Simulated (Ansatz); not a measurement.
Mulliken charges of CH$_{4}$FGaO$_{2}$, SMILES `OC[O][GaH][F]` from PBE/def2-TZVPP in Ansatz (PBE0-D4/def2-TZVP geometry).

```json
{"atom": "O1", "x (Å)": "0.529", "y (Å)": "0.488", "z (Å)": "0.786", "charge (e)": "-0.222"}
{"atom": "C2", "x (Å)": "0.705", "y (Å)": "-0.884", "z (Å)": "0.260", "charge (e)": "0.113"}
{"atom": "O3", "x (Å)": "-0.432", "y (Å)": "-1.163", "z (Å)": "-0.426", "charge (e)": "-0.372"}
{"atom": "Ga4", "x (Å)": "-1.239", "y (Å)": "0.496", "z (Å)": "-0.387", "charge (e)": "0.499"}
{"atom": "F5", "x (Å)": "-0.550", "y (Å)": "1.596", "z (Å)": "-1.592", "charge (e)": "-0.377"}
{"atom": "H6", "x (Å)": "1.158", "y (Å)": "1.086", "z (Å)": "0.365", "charge (e)": "0.205"}
{"atom": "H7", "x (Å)": "1.612", "y (Å)": "-0.887", "z (Å)": "-0.361", "charge (e)": "0.084"}
{"atom": "H8", "x (Å)": "0.841", "y (Å)": "-1.526", "z (Å)": "1.136", "charge (e)": "0.094"}
{"atom": "H9", "x (Å)": "-2.625", "y (Å)": "0.794", "z (Å)": "0.219", "charge (e)": "-0.026"}
```

Q: By hand: the dipole of these point charges (1 e Å = 4.8032 D).

A: Σ q r = (0.232, -0.146, 0.566) e Å, of length 0.629 e Å = 3.02 D.

Q: How does the dipole of the full density compare? (Estimate.)

A: Ansatz gave: (0.331, -0.021, 0.392) e Å, 2.47 D; the point charges give 1.22 times that, at 21° from its direction.

Point charges leave out the atoms' own dipoles, such as those of lone pairs, and Mulliken's split depends on the basis, so the two needn't agree.
